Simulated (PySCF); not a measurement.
How methods differ on the ionisation energy of Cr²⁺

Cr²⁺ [Ar] 3d4 (5D) → Cr³⁺ [Ar] 3d3 (4F), as a difference of total energies. Calculation: PySCF 2.14, in aug-cc-pwCVTZ-DK with one added diffuse shell each of s, p, d, f, g type (11s10p8d5f4g, 152 functions); the spin-free X2C one-electron Hamiltonian (Gaussian nucleus). Correlated levels: valence: [Ar] frozen; valence and next inner shell: [Ne] frozen; nothing frozen. The calculations carry no spin-orbit coupling.

Question: Order these methods by the ionisation energy they give, lowest first.
A. MP2 (valence)
B. SCS-MP2 (all electrons)
C. SCS-MP2 (valence and next inner shell)
D. SCS-MP2 (valence)

Answer: D (29.903 eV), A (30.367 eV), C (30.648 eV), B (30.673 eV).

A first-order spin-orbit estimate (lowest level to lowest level, LS coupling) adds -0.027 eV.

For comparison: 30.959 ± 0.025 eV (measured; NIST Atomic Spectra Database, ionization energies).
